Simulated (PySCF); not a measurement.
Vertical excitations of a molecule C4H5FSi from TDA-M06-2X/def2-SVPD (PySCF 2.14.0), as energy in eV (oscillator strength): 5.20 (0.000), 5.82 (0.299), 6.11 (0.002), 6.40 (0.001), 7.00 (0.003), 7.34 (0.141), 7.39 (0.001), 7.89 (0.052), 7.93 (0.246), 8.04 (0.022). Lowest triplet (TDA): 3.65 eV. Geometry optimised at ωB97X-D3(BJ)/def2-SVP. Other conformers were not sampled.

Which structure fits?
A) FC1=CC=C[SiH2]1
B) C#CC(=C)[SiH2]F
C) C#C/C=C\[SiH2]F
D) C#C[SiH2]/C=C/F

C, C#C/C=C\[SiH2]F
